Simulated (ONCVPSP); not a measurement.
# An all-electron radial function and its pseudo partner (Si (Z = 14))

Columns: radius, all-electron u(r) and pseudo u(r) of the 2p shell (level -131.86 eV) of silicon in the configuration [He] 2s2 2p6 3s1; PBEsol, scalar-relativistic, ONCV scheme, ONCVPSP 4.0.1.

| r (bohr) | all-electron | pseudo |
| --- | --- | --- |
| 0.040 | 0.1066 | 0.0441 |
| 0.080 | 0.3263 | 0.1700 |
| 0.120 | 0.5688 | 0.3590 |
| 0.160 | 0.7911 | 0.5843 |
| 0.200 | 0.9755 | 0.8167 |
| 0.240 | 1.1171 | 1.0292 |
| 0.280 | 1.2163 | 1.2002 |
| 0.320 | 1.2783 | 1.3190 |
| 0.360 | 1.3087 | 1.3835 |
| 0.400 | 1.3126 | 1.3979 |
| 0.440 | 1.2964 | 1.3744 |
| 0.480 | 1.2643 | 1.3245 |
| 0.520 | 1.2207 | 1.2603 |
| 0.560 | 1.1687 | 1.1906 |
| 0.600 | 1.1112 | 1.1208 |
| 0.640 | 1.0504 | 1.0533 |
| 0.680 | 0.9878 | 0.9882 |
| 0.720 | 0.9250 | 0.9249 |
| 0.760 | 0.8629 | 0.8627 |
| 0.800 | 0.8023 | 0.8021 |
| 0.840 | 0.7437 | 0.7436 |
| 0.880 | 0.6877 | 0.6875 |
| 0.920 | 0.6343 | 0.6342 |
| 0.960 | 0.5839 | 0.5838 |
| 1.000 | 0.5365 | 0.5364 |
| 1.040 | 0.4921 | 0.4920 |

(1) How many radial nodes do the two functions have?

(2) At about which radius was the pseudo-wave matched?

(3) Is the pseudo-wave norm-conserving?

Results:

(1) The all-electron 2p function has n − l − 1 = 0; the pseudo-wave has 0.

(2) 0.75 bohr. The columns agree to 0.0005 from 0.68 bohr on; several derivatives are matched, so the curves merge somewhat inside the radius.

(3) Yes: the ONCV scheme keeps the norm inside the radius equal to the all-electron one, which fixes the energy derivative of the logarithmic derivative at the level.
